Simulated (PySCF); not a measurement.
# Electronic structure of F(2+) (fluorine, charge +2) at the UHF level

Configuration: [He] 2s2 2p3, high-spin 4S determinant. Computed with PySCF 2.14 in aug-cc-pVDZ-DK, with the spin-free X2C one-electron Hamiltonian (Gaussian nucleus).

| Item | Value |
| --- | --- |
| Total energy | -97.663623 hartree |
| One-electron energy | -126.2047 hartree |
| Hartree (Coulomb) energy | 37.7510 hartree |
| Exchange energy | -9.2099 hartree |
| ⟨S²⟩ | 3.7538 |
| ⟨L²⟩ | 0.000 |
| Sum of ⟨r⟩ | 4.847 bohr |
| Sum of ⟨r²⟩ | 5.065 bohr² |
| Langevin diamagnetic susceptibility | -4.01 ×10⁻⁶ cm³/mol |
| Time after the integrals | 0.08 s of wall time on 1 thread of Neoverse-N1 (shared host) |

```
shell  electrons  mean orbital energy (eV)  rms radius, mean of both spins (bohr)
 1s α          1                   -767.71                                  0.203
 1s β          1                   -762.78                                  0.203
 2s α          1                   -88.239                                   1.01
 2s β          1                   -70.898                                   1.01
 2p α          3                   -63.767                                  0.987
```
